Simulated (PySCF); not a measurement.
Ta(S)(OH)2(OSiH3) (H₅O₃SSiTa), SMILES [SiH3][O][Ta]([OH])([OH])=[S], multiplicity 1. Heavy atoms are numbered as in [Ta:1](=[S:2])([OH:3])([OH:5])[O:7][SiH3:8]. Hydrogens are named by the atom that carries them.

The structure is a stationary point at B3LYP-D3(BJ)/def2-SVP. The spin state was assumed, not searched. The def2 effective core potentials stand for the cores of Ta; spin–orbit coupling is left out. One conformer was computed; it need not be the lowest.

The numbers are results of HF/def2-TZVP (PySCF), not measurements.

ESP charges are fitted to the potential on shells at 1.4 to 2.0 van der Waals radii. Atomic charges (e), one atom of each kind:

| atom | Löwdin | ESP fit |
|---|---|---|
| Ta1 | 0.74 | 0.93 |
| S2 | -0.12 | -0.47 |
| O3 (OH) | -0.38 | -0.57 |
| H on O3 | 0.18 | 0.39 |
| O7 | -0.29 | -0.24 |
| Si8 (SiH3) | 0.25 | 0.36 |
| H on Si8 | -0.06 | -0.07 |
